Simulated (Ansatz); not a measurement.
The first iterations of a band of CH6GaN + H3Si (13 atoms, charge 0, multiplicity 2).

The calculation used Ansatz 0.2.0, UKS PBE/def2-SVP.

```
movable images  : 7
climbing image  : yes
spring          : 5.0 eV/Å²
optimiser       : quadratic models (default)
start path      : through a guess of the saddle point
force threshold : 0.05 eV/Å
iteration limit : 60
end points      : relaxed
```

Image 0:

```xyz
13
Properties=species:S:1:pos:R:3
Ga 0.083 -0.087 -0.132
H -0.009 -0.228 1.446
C 1.729 0.026 -1.217
H 2.327 -0.901 -1.109
H 1.497 0.174 -2.290
H 2.361 0.869 -0.872
N -1.537 0.018 -0.975
H -2.439 -0.038 -0.498
H -1.656 0.130 -1.984
Si -0.217 0.205 4.033
H -0.943 -1.113 3.993
H 1.273 -0.012 3.974
H -0.578 0.957 5.293
```

Image 8:

```xyz
13
Properties=species:S:1:pos:R:3
Ga -0.138 -0.933 -0.544
H -0.026 -0.703 2.118
C 1.607 0.051 -0.791
H 2.189 -0.439 -1.598
H 1.398 1.104 -1.073
H 2.203 0.024 0.142
N -1.663 -0.069 -1.130
H -2.608 -0.457 -1.074
H -1.666 0.858 -1.568
Si 0.114 -0.026 3.464
H -0.676 -0.792 4.488
H 1.564 0.002 3.858
H -0.409 1.381 3.369
```

| iteration | highest image above the first end (eV) | largest band force component (eV/Å) |
| --- | --- | --- |
| 1 | 0.623 | 4.597 |
| 2 | 0.127 | 1.056 |
| 3 | 0.029 | 0.537 |
| 4 | 0.012 | 0.435 |
| 5 | 0.009 | 0.412 |
| 6 | 0.006 | 0.331 |
| 7 | 0.002 | 0.967 |
| 8 | 0.000 | 0.199 |
| 9 | 0.000 | 0.898 |
| 10 | 0.000 | 1.712 |

Question: Does the band converge within its limit, and where does its top end?

Answer: It converged. It ended after 32 iterations with the highest image 0.000 eV above the first end. The highest image is an end point: on this band no image between the ends rises above it. Inner images lie up to 0.007 eV below the lower end, so the ends aren't the lowest states on this path. Between wells the path still climbs a hump at image 6, 0.01 eV above the well before it.

Time of the run: 8.2 min on 4 threads of Arm Neoverse V1, on a shared host, peak memory 0.24 GiB.
